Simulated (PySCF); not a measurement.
**Static response to an electric field**

C₄H₅F₃O₂.
Geometry (GFN2-xTB, Å), atoms numbered from 1 in this order:
```xyz
14
C4H5F3O2 angstrom
C     -1.8985   -0.9398    0.7514
O     -1.2819    0.3247    0.9544
C     -0.1238    0.5621    0.3150
C      0.5343    1.6879    0.5895
F      1.6852    2.0502   -0.0223
O      0.2227   -0.4301   -0.5758
C      1.4168   -0.3923   -1.2272
F      1.3882   -1.3946   -2.1162
F      2.4388   -0.6550   -0.3877
H     -2.7877   -0.9240    1.3770
H     -2.1783   -1.0801   -0.2945
H     -1.2391   -1.7534    1.0593
H      0.1877    2.3984    1.3169
H      1.6351    0.5457   -1.7620
```

Level: B3LYP/def2-SVPD (PySCF), static field, nuclei fixed, core orbitals frozen in the response. The polarisability tensor in these axes (au):

```
x   64.85  8.71 -6.24
y    8.71 66.59  5.84
z   -6.24  5.84 54.80
```

Problem. Give the principal values, the mean and the anisotropy Δα = √{½[(α1 − α2)² + (α2 − α3)² + (α1 − α3)²]}.

Solution. Principal values 47.26, 64.50 and 74.47 au; mean 62.08 au = 9.20 Å³ = 10.24 × 10⁻⁴⁰ C²·m²/J; Δα = 23.84 au (38 % of the mean).

Problem. What is the dipole moment, and where does it point?

Solution. (-2.19, 0.06, 0.28) D, 2.21 D in size, pointing from the negative to the positive side. Measured along this direction, the outermost atoms are F9 at the negative end and H10 at the positive end.

Problem. Find the Langevin capture rate constant for H3O+ (19.018 u) meeting this molecule (142.024 u), k = 2.342 × 10⁻⁹ cm³/s × √(α in Å³ / reduced mass in u).

Solution. The reduced mass is 16.77 u, so k = 1.73 × 10⁻⁹ cm³/s. The formula leaves out the permanent dipole, which adds to the capture rate.

Problem. Orientational against electronic polarisability at 500 K (dilute gas, rigid molecules)?

Solution. In Gaussian units μ²/3kT = 23.62 Å³ against 9.20 Å³, a ratio of 2.57; the Debye molar polarisation (4π/3)N_A(α + μ²/3kT) is 82.8 cm³/mol, leaving out the vibrational part.

Problem. Directions of the eigenvectors, and the extent of the frame along each?

Solution. Largest value along (0.67, 0.74, 0.01), where the nuclei span 5.19 Å; middle along (-0.56, 0.50, 0.66), 4.89 Å; least along (0.49, -0.45, 0.75), 1.99 Å. The response follows the extents in order.

Geometry: GFN2-xTB, one conformer, isolated molecule.
